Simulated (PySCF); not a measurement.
PySCF input for B3H5N3, SMILES [B]1NBNBN1 (connectivity only; charge and spin as stated), charge +1, multiplicity 1, B3LYP-D3(BJ)/def2-SVP. Coordinates come from a B3LYP-D3(BJ)/def2-SVP optimisation. The spin state was assumed, not searched. The isomer is the one that the SMILES or the coordinates give; other isomers of the formula were not compared.

```python
import numpy as np
from pyscf import gto, scf, dft, df
from pyscf.hessian import thermo

mol = gto.M(
    atom='''
    B     0.00000000   -0.00000000    1.21115520
    N     0.00000000   -1.28479757    0.83223578
    B     0.00000000   -1.28088197   -0.66241516
    N     0.00000000    0.00000000   -1.28812961
    B     0.00000000    1.28088198   -0.66241516
    N     0.00000000    1.28479757    0.83223578
    H     0.00000000   -2.15560035    1.35595543
    H     0.00000000   -2.32726232   -1.23542499
    H     0.00000000    0.00000000   -2.30707899
    H     0.00000000    2.32726232   -1.23542498
    H     0.00000000    2.15560034    1.35595544
    ''',
    basis='def2-SVP',
    charge=1,
    spin=0,
    max_memory=1600,
    verbose=3,
)
mf = dft.RKS(mol, xc='b3lyp').density_fit(auxbasis='def2-universal-jkfit')
mf.disp = 'd3bj'
mf.grids.level = 3
mf.conv_tol = 1e-11
mf.max_cycle = 100
mf.kernel()

# [left out here: the lines that compute and print the analytic Hessian (its translational invariance restored by hand, since the grid's response is missing), thermochemistry and intensities]
```

It prints:

```
[...]
       8   H                 0.11 -0.00  0.00   -0.83  0.00 -0.00    0.00  0.00  0.16
       9   H                 0.03 -0.00 -0.00   -0.22 -0.00 -0.00   -0.00 -0.04 -0.17
      10   H                 0.65  0.00  0.00    0.07  0.00 -0.00   -0.00  0.00 -0.15
Mode                                 9                  10                  11
Irrep
Freq [cm^-1]                      894.6894            897.9437            898.7239
Reduced mass [au]                   2.4072              1.4764              3.6161
Force const [Dyne/A]                1.1353              0.7014              1.7209
Char temp [K]                    1287.2588           1291.9411           1293.0635
Normal mode                   x     y     z       x     y     z       x     y     z
       0   B                 0.00 -0.01 -0.00   -0.00  0.00 -0.00   -0.00  0.00 -0.09
       1   N                 0.00  0.01 -0.10    0.03  0.00  0.00    0.00  0.02 -0.05
       2   B                -0.00  0.04  0.12   -0.12  0.00 -0.00    0.00  0.13  0.09
       3   N                 0.00 -0.03  0.00    0.00  0.00  0.00    0.00  0.00  0.05
       4   B                 0.00  0.04 -0.12    0.12 -0.00  0.00   -0.00 -0.13  0.09
       5   N                -0.00  0.01  0.10   -0.03 -0.00 -0.00    0.00 -0.02 -0.05
       6   H                -0.00 -0.10 -0.30   -0.12  0.00  0.00    0.00 -0.09 -0.25
       7   H                 0.00 -0.02  0.23    0.56  0.00 -0.00   -0.00  0.14  0.12
       8   H                -0.00 -0.24  0.00   -0.00  0.00  0.00   -0.00  0.00  0.05
       9   H                -0.00 -0.02 -0.23   -0.56 -0.00  0.00    0.00 -0.14  0.12
      10   H                 0.00 -0.10  0.30    0.12  0.00 -0.00   -0.00  0.09 -0.25
Mode                                12                  13                  14
Irrep
Freq [cm^-1]                      923.3038            958.9245           1014.3164
Reduced mass [au]                   1.4815              1.5365              1.1911
Force const [Dyne/A]                0.7441              0.8324              0.7220
Char temp [K]                    1328.4286           1379.6789           1459.3755
Normal mode                   x     y     z       x     y     z       x     y     z
       0   B                -0.00  0.00  0.00    0.00  0.00 -0.02   -0.00 -0.02 -0.00
       1   N                 0.02 -0.00 -0.00   -0.00  0.08 -0.05    0.00  0.02  0.04
       2   B                -0.10 -0.00 -0.00    0.00 -0.07  0.04   -0.00  0.00 -0.07
       3   N                 0.09  0.00  0.00    0.00 -0.00 -0.00   -0.00  0.01  0.00
       4   B                -0.10  0.00 -0.00   -0.00  0.07  0.04   -0.00  0.00  0.07
       5   N                 0.02  0.00  0.00    0.00 -0.08 -0.05    0.00  0.02 -0.04
       6   H                -0.09 -0.00  0.00   -0.00  0.14  0.04   -0.00 -0.15 -0.24
       7   H                 0.47 -0.00 -0.00   -0.00 -0.30  0.45    0.00 -0.28  0.44
       8   H                -0.44  0.00  0.00   -0.00 -0.00 -0.00    0.00  0.35  0.00
       9   H                 0.47 -0.00 -0.00    0.00  0.30  0.45    0.00 -0.28 -0.44
      10   H                -0.09  0.00 -0.00   -0.00 -0.14  0.04   -0.00 -0.15  0.24
Mode                                15                  16                  17
Irrep
Freq [cm^-1]                     1023.5955           1117.0985           1232.9051
Reduced mass [au]                   1.4649              1.4388              1.6205
Force const [Dyne/A]                0.9043              1.0579              1.4513
Char temp [K]                    1472.7260           1607.2560           1773.8759
Normal mode                   x     y     z       x     y     z       x     y     z
       0   B                -0.00  0.00 -0.04   -0.00  0.02 -0.00   -0.00  0.05 -0.00
       1   N                 0.00  0.10 -0.00   -0.00  0.04  0.06    0.00  0.00  0.01
       2   B                -0.00  0.05 -0.00   -0.00  0.02 -0.05    0.00 -0.09  0.09
       3   N                 0.00 -0.00  0.02    0.00 -0.09  0.00   -0.00  0.06  0.00
       4   B                -0.00 -0.05 -0.00   -0.00  0.02  0.05    0.00 -0.09 -0.09
       5   N                 0.00 -0.10 -0.00    0.00  0.04 -0.06    0.00  0.00 -0.01
       6   H                 0.00  0.34  0.39    0.00 -0.23 -0.40   -0.00 -0.12 -0.19
       7   H                -0.00  0.16 -0.19    0.00  0.13 -0.26   -0.00  0.07 -0.21
       8   H                -0.00 -0.00  0.02   -0.00 -0.27  0.00    0.00  0.62  0.00
       9   H                 0.00 -0.16 -0.19   -0.00  0.13  0.26   -0.00  0.07  0.21
      10   H                 0.00 -0.34  0.39   -0.00 -0.23  0.40   -0.00 -0.12  0.19
Mode                                18                  19                  20
Irrep
Freq [cm^-1]                     1263.6665           1334.4996           1428.6672
Reduced mass [au]                   3.4531              3.1053              2.3813
Force const [Dyne/A]                3.2488              3.2583              2.8637
Char temp [K]                    1818.1348           1920.0478           2055.5340
Normal mode                   x     y     z       x     y     z       x     y     z
       0   B                -0.00 -0.00 -0.09   -0.00  0.00  0.00   -0.00  0.04 -0.00
       1   N                 0.00  0.11  0.09    0.00 -0.04  0.02    0.00 -0.00  0.01
       2   B                -0.00 -0.02 -0.07   -0.00  0.10 -0.13    0.00 -0.09 -0.01
       3   N                 0.00 -0.00  0.03    0.00  0.00  0.09   -0.00  0.18 -0.00
       4   B                -0.00  0.02 -0.07    0.00 -0.10 -0.13    0.00 -0.09  0.01
       5   N                 0.00 -0.11  0.09    0.00  0.04  0.02    0.00 -0.00 -0.01
       6   H                 0.00 -0.12 -0.31    0.00  0.03  0.13   -0.00 -0.07 -0.09
       7   H                -0.00 -0.03 -0.06    0.00 -0.12  0.30    0.00 -0.13  0.01
       8   H                -0.00 -0.00  0.03    0.00 -0.00  0.09    0.00 -0.56 -0.00
       9   H                -0.00  0.03 -0.06    0.00  0.12  0.30   -0.00 -0.13 -0.01
      10   H                 0.00  0.12 -0.31    0.00 -0.03  0.13    0.00 -0.07  0.09
Mode                                21                  22                  23
Irrep
Freq [cm^-1]                     1816.7535           2723.1986           2726.2439
Reduced mass [au]                   9.2634              1.1049              1.1072
Force const [Dyne/A]               18.0140              4.8274              4.8486
Char temp [K]                    2613.9038           3918.0765           3922.4580
Normal mode                   x     y     z       x     y     z       x     y     z
       0   B                -0.00  0.25 -0.00   -0.00  0.00  0.00   -0.00  0.00 -0.00
       1   N                 0.00 -0.09 -0.02    0.00  0.00  0.00    0.00 -0.00 -0.00
       2   B                -0.00  0.03 -0.03    0.00 -0.06 -0.03   -0.00  0.06  0.03
       3   N                 0.00 -0.03 -0.00   -0.00  0.01 -0.00   -0.00  0.00  0.00
       4   B                -0.00  0.03  0.03   -0.00 -0.06  0.03   -0.00 -0.06  0.03
       5   N                 0.00 -0.09  0.02   -0.00  0.00 -0.00    0.00  0.00 -0.00
       6   H                 0.00 -0.09  0.02    0.00 -0.00 -0.00    0.00  0.00  0.00
       7   H                -0.00 -0.01  0.05   -0.00  0.59  0.32    0.00 -0.59 -0.32
       8   H                -0.00  0.00  0.00    0.00 -0.01 -0.00   -0.00 -0.00  0.00
       9   H                -0.00 -0.01 -0.05    0.00  0.59 -0.32    0.00  0.59 -0.32
      10   H                 0.00 -0.09 -0.02   -0.00 -0.00  0.00    0.00 -0.00  0.00
Mode                                24                  25                  26
Irrep
Freq [cm^-1]                     3580.0616           3618.7441           3624.5896
Reduced mass [au]                   1.0766              1.0817              1.0830
Force const [Dyne/A]                8.1302              8.3463              8.3833
Char temp [K]                    5150.9115           5206.5670           5214.9775
Normal mode                   x     y     z       x     y     z       x     y     z
       0   B                -0.00  0.00 -0.00    0.00 -0.01  0.00    0.00  0.00  0.00
       1   N                 0.00 -0.00  0.00   -0.00  0.04 -0.02    0.00 -0.05  0.02
       2   B                -0.00  0.00  0.00   -0.00  0.00  0.00    0.00 -0.00 -0.00
       3   N                -0.00 -0.00  0.07    0.00 -0.00 -0.00   -0.00  0.00 -0.00
       4   B                 0.00 -0.00  0.00    0.00  0.00 -0.00    0.00  0.00 -0.00
       5   N                 0.00  0.00  0.00   -0.00  0.04  0.02   -0.00  0.05  0.02
       6   H                -0.00  0.02 -0.01    0.00 -0.58  0.34   -0.00  0.58 -0.34
       7   H                -0.00  0.00 -0.00   -0.00 -0.00  0.00    0.00  0.00 -0.00
       8   H                 0.00  0.00 -0.96   -0.00 -0.00  0.00    0.00 -0.00  0.02
       9   H                -0.00 -0.00 -0.00    0.00 -0.00 -0.00    0.00 -0.00 -0.00
      10   H                 0.00 -0.02 -0.01   -0.00 -0.58 -0.35   -0.00 -0.58 -0.34
temperature 298.1500 [K]
pressure 101325.00 [Pa]
Rotational constants [GHz] 6.31023 4.95468 2.77545
Symmetry number 2
Zero-point energy (ZPE) 0.08160 [Eh]   214235.553 [J/mol]
                           tot       elec      trans        rot        vib
Entropy [J/mol/K]       295.805      0.000    163.317    101.844     30.643
Cv [J/mol/K]             86.802      0.000     12.472     12.472     61.859
Cp [J/mol/K]             95.116      0.000     20.786     12.472     61.859
Internal energy [J/mol]                      3718.434   3718.434 220683.463
Internal energy [Eh]   -241.50754  -241.59443
Enthalpy [J/mol]                             6197.391   3718.434 220683.463
Enthalpy [Eh]          -241.50660
Gibbs free energy [J/mol]                  -42495.720 -26646.356 211547.237
Gibbs free energy [Eh] -241.54019
static polarisability / bohr^3: [[28.621 -0.    -0.   ]
 [-0.    61.479  0.   ]
 [ 0.     0.    51.783]]
largest difference of analytic and finite-field dipole derivatives / e: 0.0012046953708803043
mode   freq/cm-1   IR/(km/mol)   Raman/(A^4/amu)   depolarisation
   1      292.36         0.000             0.965            0.750
   2      341.51         4.989             0.584            0.750
   3      465.51         7.778             0.285            0.750
   4      470.75         0.000             1.342            0.750
   5      510.39         1.642             4.433            0.495
   6      511.66        50.117             0.261            0.750
   7      607.64       174.733             0.335            0.750
   8      736.20         2.819             2.361            0.750
   9      803.44        18.468             0.931            0.584
  10      894.69         0.036             0.429            0.750
  11      897.94         0.000             1.132            0.750
  12      898.72         0.325            21.362            0.045
  13      923.30       134.385             0.387            0.750
  14      958.92        12.443             2.471            0.733
  15     1014.32         9.281             0.041            0.750
  16     1023.60        28.428            17.547            0.268
  17     1117.10        13.348             1.753            0.750
  18     1232.91        14.975             0.267            0.750
  19     1263.67       348.668            12.379            0.167
  20     1334.50       181.803             0.202            0.539
  21     1428.67       211.371             1.081            0.750
  22     1816.75       440.237             2.205            0.750
  23     2723.20        72.389            76.940            0.750
  24     2726.24         9.081           216.403            0.095
  25     3580.06       133.474            75.056            0.251
  26     3618.74       444.847            47.479            0.750
  27     3624.59       141.525           107.562            0.138
max |gradient| / (hartree/bohr): 3.576310772699515e-05
APT charges: [ 1.0961 -0.8696  0.8354 -0.8305  0.8354 -0.8696  0.367  -0.0964  0.2617
 -0.0964  0.367 ]
```

The run converged.
